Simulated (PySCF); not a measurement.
# What a mistake does to a calculation on BCGeH7Si

All numbers below are calculated, not measured. They come from PySCF 2.14.0, an open-source quantum chemistry program, on an isolated molecule that a program drew, which may never have been made. The molecule is BCGeH7Si (charge 0, singlet), drawn as the SMILES string `B[CH2][Ge][SiH3]`.

Each row is a Hartree-Fock (HF) and frozen-core CCSD(T) single point in the cc-pV(D+d)Z basis, meant for a local HF minimum. Run 1 is clean. Each other run has one planted mistake out of seven kinds, and not every kind appears here: one electron removed, one electron added, multiplicity raised by two, geometry at a saddle point, minimal basis STO-3G, one bond length entered in bohr, all coordinates scaled. The reference is restricted for singlets and unrestricted otherwise, and also for a bond in bohr. Adding or removing an electron swaps singlet and doublet. Electrons count all cores. HOMO and LUMO are orbital energies over both spins, the gradient is its largest component, and the lowest frequency (negative if imaginary) is given only where the gradient is small. Bond lengths are over the 10 bonds as drawn. T1 is the CCSD diagnostic: over 0.02 (restricted) or 0.045 (unrestricted) a single reference is doubtful. Germanium has the cc-pVDZ-PP basis, with a core potential (ECP10MDF) in place of its 10 inner electrons, and its 3s, 3p and 3d shells are frozen in CCSD(T).

Geometry of the clean run:
```xyz
11
BCGeH7Si, angstrom
B    -1.3692   -0.0607   -0.9857
C     0.1717    0.0537   -1.0019
Ge    0.9248   -0.1183    0.8888
Si   -0.6154    1.4280    2.1142
H    -1.9109   -1.1269   -1.1250
H    -2.0540    0.9024   -0.7665
H     0.5278    1.0674   -1.2395
H     0.7072   -0.6842   -1.5993
H    -0.8665    2.6978    1.3860
H    -1.9188    0.7580    2.3669
H    -0.0181    1.7642    3.4322
```

| run | electrons | basis functions | <S^2> | HOMO (eV) | LUMO (eV) | gradient (hartree/bohr) | lowest frequency (cm^-1) | mean bond (Å) | longest bond (Å) | T1 | HF (hartree) | CCSD(T) (hartree) | mistake |
|---|---|---|---|---|---|---|---|---|---|---|---|---|---|
| 1 | 64 | 109 | 0.000 | -8.30 | 0.07 | 2.0e-05 | 58 | 1.5145 | 2.503 | 0.0153 | -648.89758 | -649.38854 | no fault |
| 2 | 64 | 109 | 2.013 | -7.69 | -0.37 | 2.7e-02 | - | 1.5145 | 2.503 | 0.0172 | -648.87581 | -649.34908 | multiplicity raised by two |
| 3 | 64 | 109 | 1.159 | -8.23 | 0.25 | 1.0e-02 | - | 1.6466 | 2.806 | 0.0510 | -648.79749 | -649.27255 | one bond length entered in bohr |
| 4 | 65 | 109 | 0.763 | -1.64 | 6.59 | 2.6e-02 | - | 1.5145 | 2.503 | 0.0193 | -648.92521 | -649.43080 | one electron added |
| 5 | 64 | 109 | 0.000 | -8.36 | -0.10 | 4.1e-02 | - | 1.6235 | 2.683 | 0.0155 | -648.85949 | -649.35932 | ? |

**Which mistake was planted in run 5, and what did it cost?**

The mean and the longest bond both change by the same factor, 1.072, and the gradient is no longer small. So the mistake is: all coordinates scaled. Subtracting run 1 and multiplying by 627.51 kcal/mol a hartree, the energy moved by 23.9 kcal/mol in HF and 18.3 kcal/mol in CCSD(T).

Cautions from the logs. Run 3: T1 is over the limit, so its CCSD(T) energy is less reliable.
